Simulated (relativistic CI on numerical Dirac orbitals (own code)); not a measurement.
# One change at a time: Pb LXXIII

Base calculation: Dirac-Coulomb-Breit CI, KLI orbitals optimised for each configuration, model QED (radiative potential, 1s self-energy scaled to tabulated hydrogen-like ionisation energies), unscaled Slater integrals.

Configuration list (outside the closed core 1s2): 2s2 2p6, 2s2 2p5 3s, 2s2 2p5 3p, 2s2 2p5 3d, 2s 2p6 3s, 2s 2p6 3p, 2s 2p6 3d, 2s2 2p5 4s, 2s2 2p5 4p, 2s2 2p5 4d, 2s2 2p5 4f, 2s2 2p4 3s2, 2s2 2p4 3s 3p, 2s 2p6 4s, 2s2 2p4 3s 3d, 2s2 2p4 3p2. Levels of other configurations are missing.

Variants: (1) only the first 3 configurations. Shifts of the energy above 2s2 2p6 1S_0, in eV, for the lowest level and the first level of each name with at least 55 % of one term (blank where a level changes its place among those of its configuration and J or its character, or is not in the variant):

```
           Level     Base  Δ(1)
    2s2 2p6 1S_0      0.0   0.0
2s2 2p5 3s 3P°_2  10240.5  +0.1
2s2 2p5 3s 1P°_1  10250.4  +0.2
 2s2 2p5 3p 3D_3  11035.9   0.0
 2s2 2p5 3p 1P_1  11036.7  +0.3
 2s2 2p5 3p 3P_2  11051.3  -0.1
 2s2 2p5 3p 1S_0  11117.9  +1.0
2s2 2p5 3d 3P°_0  11217.6      
2s2 2p5 3d 3P°_1  11229.0      
2s2 2p5 3d 3F°_4  11364.1      
2s2 2p5 3d 3D°_3  11384.0      
2s2 2p5 3d 1P°_1  11416.4      
2s2 2p5 3s 3P°_0  12481.7  +0.5
2s2 2p5 3s 3P°_1  12485.1   0.0
```

At this charge energies of transitions that change n are usually good to better than 1 %, and those within a shell (Δn = 0) to a few per cent.

Ionisation energy from the two ground configurations alone: base 19590.1 eV. The NIST ASD value (theoretical) is 19590 eV.

LS names give the leading component of a level, which can be under half, so a name can repeat, a term be missing and a line seem to break the LS rules.
